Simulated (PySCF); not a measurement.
Broadened absorption spectrum of C4H12NPSi

C4H12NPSi.
Z-matrix (Å and degrees, GFN2-xTB geometry), rows numbered from 1:
```
C 
C   1  1.5324
C   2  1.5273  1  110.76
C   2  1.4972  1  108.09  3  -121.06
N   4  1.2517  2  121.92  1  -105.43
Si  5  1.7074  4  137.60  2   174.49
P   6  2.2471  5  102.62  4  -107.99
H   1  1.0884  2  110.54  3    61.29
H   1  1.0872  2  110.23  3  -178.51
H   1  1.0874  2  110.06  3   -58.56
H   2  1.0933  1  109.04  3   121.32
H   3  1.0873  2  110.62  1   179.29
H   3  1.0873  2  110.18  1    59.27
H   3  1.0882  2  110.42  1   -60.50
H   4  1.0983  2  114.73  1    73.19
H   6  1.4609  5  103.89  4   138.47
H   6  1.4737  5  119.17  4    15.48
H   7  1.3848  6   95.57  5    93.35
H   7  1.3829  6   93.97  5  -174.22
```

Level of theory: TDDFT CAM-B3LYP/def2-SVPD, vertical, gas phase, core orbitals frozen in the response in PySCF 2.14.0, density-fitted response routines.

Computed states:

```json
{"state": "S1", "E (eV)": "4.18", "f": "0.0006"}
{"state": "S2", "E (eV)": "6.21", "f": "0.090"}
{"state": "S3", "E (eV)": "6.25", "f": "0.017"}
{"state": "S4", "E (eV)": "6.50", "f": "0.073"}
{"state": "S5", "E (eV)": "6.78", "f": "0.027"}
{"state": "S6", "E (eV)": "6.96", "f": "0.0063"}
{"state": "S7", "E (eV)": "7.17", "f": "0.018"}
{"state": "S8", "E (eV)": "7.21", "f": "0.016"}
```

Broadening: Gaussians 0.25 eV wide at half height, area fixed by f = 4.319×10⁻⁹ ∫ε dν̃. The width is an assumption, not a result. The curve ends short of the highest state used, and states not computed would add to its high-energy end.

(1) What does the envelope look like, and where are its maxima?

(2) On this curve, what absorbance would a 10⁻⁴ mol/L sample give at 193 nm over a 1 cm path?

(3) Coming from long wavelengths, where does ε first pass 100 L mol⁻¹ cm⁻¹?

(4) Does any computed singlet lie in the visible range?

Results:

(1) 
(λ (nm), ε (L mol⁻¹ cm⁻¹)): (187.5, 5328), (191.5, 8437), (195.4, 8515), (199.3, 11732), (203.3, 6089), (207.2, 1016), (211.2, 56), (215.1, 1), (219.0, 0), (223.0, 0), (226.9, 0), (230.9, 0), (234.8, 0), (238.8, 0), (242.7, 0), (246.6, 0), (250.6, 0), (254.5, 0), (258.5, 0), (262.4, 0), (266.4, 0), (270.3, 0), (274.2, 0), (278.2, 2), (282.1, 9), (286.1, 23), (290.0, 43), (293.9, 59), (297.9, 61), (301.8, 48), (305.8, 30), (309.7, 15), (313.7, 6), (317.6, 2), (321.5, 1), (325.5, 0)

Maxima: 296 nm (4.19 eV), ε about 63, made up of S1 (100%); 199 nm (6.23 eV), ε about 12000, made up of S2 (82%) and S3 (15%); 191 nm (6.48 eV), ε about 8400, made up of S4 (93%) (ε in L mol⁻¹ cm⁻¹; maxima over ε = 5, shares over 10%).

(2) 193 nm is 6.424 eV, where ε is about 8000 L mol⁻¹ cm⁻¹, so A = ε c l ≈ 0.8 (Beer–Lambert, with the gas-phase spectrum and the assumed width).

(3) At about 210 nm (5.89 eV), 1.71 eV above S1.

(4) No computed singlet lies in the visible range (380 to 750 nm); the lowest, at 296 nm, stands 0.92 eV above its violet end (3.26 eV).

Hardware: one thread of an Arm Neoverse V1, on a shared host. Cost: 67 s (with the writing of density and orbital grids), 1.1 GiB resident at most.

One conformer stands for the species.
